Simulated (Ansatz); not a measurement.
## BClGaGeH3: where a starting geometry ends

The starting geometry of this gas-phase singlet was optimised with GFN2-xTB; its bonds are those of `[BH2][Ge][GaH][Cl]`.

```yaml
atoms:
  - { symbol: B, position_ang: [-1.3272, -0.2394, -0.9811] }
  - { symbol: Cl, position_ang: [2.5441, -0.0276, -0.3560] }
  - { symbol: Ga, position_ang: [1.1322, 0.3275, -1.8880] }
  - { symbol: Ge, position_ang: [-0.5657, -1.5130, -2.3157] }
  - { symbol: H, position_ang: [-2.0522, 0.6445, -1.2586] }
  - { symbol: H, position_ang: [-1.0967, -0.3868, 0.1649] }
  - { symbol: H, position_ang: [1.6394, 1.6408, -2.7370] }
```

Q: Predict what it relaxes into with B3LYP-D3(BJ)/def2-SVP.

A: A new bond forms, giving a structure given below by its coordinates. Contacts that close: B1–Ga3 (2.68 → 2.27 Å).

The energy falls by 0.25 eV over 33 steps:

```tsv
step	E − E(last) (eV)
1	0.249
5	0.114
8	0.109
12	0.104
15	0.095
19	0.019
22	0.006
26	0.004
29	0.001
33	0.000
```

Final geometry (Å):

```xyz
7

B    -1.0658   -0.1218   -0.8429
Cl    2.7019   -0.7932   -1.2255
Ga    0.9599    0.4846   -1.6617
Ge   -0.5083   -1.6935   -1.8184
H    -1.8384   -0.1842   -1.8459
H    -1.2881    0.7651   -0.0615
H     1.3125    1.9891   -1.9157
```

The end wasn't checked by frequencies. Run with Ansatz 0.2.0, 2.2 min on 2 threads of Intel(R) Xeon(R) Platinum 8259CL CPU @ 2.50GHz (Skylake/Cascade Lake), on a shared host.
